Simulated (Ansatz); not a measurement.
`[OH][Hf]([OH])([F])[Cl]` + H₂O → `[OH][Hf]([OH])([OH])[F]` + HCl  (formal hydrolysis of the Hf–Cl bond)

Isolated molecules relaxed with PBE0-D4/def2-TZVP in Ansatz; ΔE leaves out vibrations. CCSD(T)/CBS adds triple-zeta CCSD(T) − MP2 to the extrapolated MP2 energy (def2 sets, frozen cores). This one scheme is used for every species. DFT in def2-TZVPP. Elements past krypton have def2 core potentials. For Hf outer-core shells are correlated without core-valence functions, which leaves a few kJ/mol of doubt a bond. One conformer a species, not always the lowest.

`[OH][Hf]([OH])([F])[Cl]`:

Cartesian coordinates in Å:
```
O 0.705 -0.774 1.334
Hf 0.042 -0.243 -0.369
O -0.626 1.539 -0.332
F 1.474 -0.326 -1.628
Cl -1.680 -1.719 -1.044
H 1.004 -0.910 2.226
H -0.919 2.432 -0.187
```

H₂O:

Z-matrix (Å, degrees):
```
O
H 1 0.960
H 1 0.960 2 105.1
```

`[OH][Hf]([OH])([OH])[F]`:

Z-matrix (Å, degrees):
```
Hf
O 1 1.923
O 1 1.923 2 110.5
O 1 1.923 2 110.5 3 122.7
F 1 1.923 2 108.4 3 -118.6
H 2 0.951 1 161.5 3 2.9
H 3 0.951 1 161.5 2 125.6
H 4 0.951 1 161.5 2 3.0
```

HCl:

Cartesian coordinates in Å:
```
Cl 0.230 0.472 0.365
H -0.230 -0.472 -0.365
```

```tsv
level	ΔE (eV)
revPBE	0.42
RPA@PBE/def2-TZVPP	0.37
CCSD/def2-TZVPP	0.39
HF/def2-QZVPP	0.46
```

(1) What does CCSD(T)/CBS give? (Estimate.)

Largest T1 diagnostic among the species: 0.015.

## Answers

(1) Ansatz gave: +0.43 eV. The listed levels differ from it by -0.01, -0.06, -0.04, 0.03 eV.

At CCSD(T), def2-SVP lies −0.13 eV from the extrapolated value and def2-TZVPP −0.03 eV. From BLYP to BHLYP (50 % exact exchange), in def2-TZVPP and without D4, ΔE moves by +0.06 eV.
